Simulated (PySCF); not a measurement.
C4H11AlO.
Atom-mapped SMILES: `[AlH3-:1][O+:2]1[CH2:3][CH2:4][CH2:5][CH2:6]1`

Lines to be assigned: C 1s: 291.67 (area 2), 292.97 (area 2) eV; O 1s: 539.86 eV; Al 1s: 1565.51 eV.

Method: delta-SCF UKS SCAN, pcX-2 on the ionised atom, pcseg-1 elsewhere, spin-free X2C in PySCF. Isolated species at its PBE0-D3(BJ)/def2-SVP geometry (one conformer only).

(1) Assign the C 1s lines to atoms.

Answers

(1) 291.67 eV: C4/C5 (ring CH2 carbon); 292.97 eV: C3/C6 (sp3 carbon bound to oxygen). Lowest listed C 1s: C4/C5, bonded to 2 C and 2 H. Highest, 1.30 eV above it: C3/C6, bonded to O, C and 2 H. Summing the Pauling electronegativity differences to the bonded atoms, each weighted by its formal bond order, gives -0.70 for the lowest site and +0.19 for the highest.

Bonded neighbours of each site: Al1: O and 3 H; O2: 2 C and Al; C3/C6: O, C and 2 H; C4/C5: 2 C and 2 H.

Question: What is the longest wavelength that can ionise C 1s of C3/C6 vertically?

Answer: λ = hc/E = 12398.42 eV Å / 292.97 eV = 42.320 Å.

One atom of each set of topologically equivalent atoms was ionised and stands for the set; in this conformer not all members are related by symmetry, and their own values weren't computed.
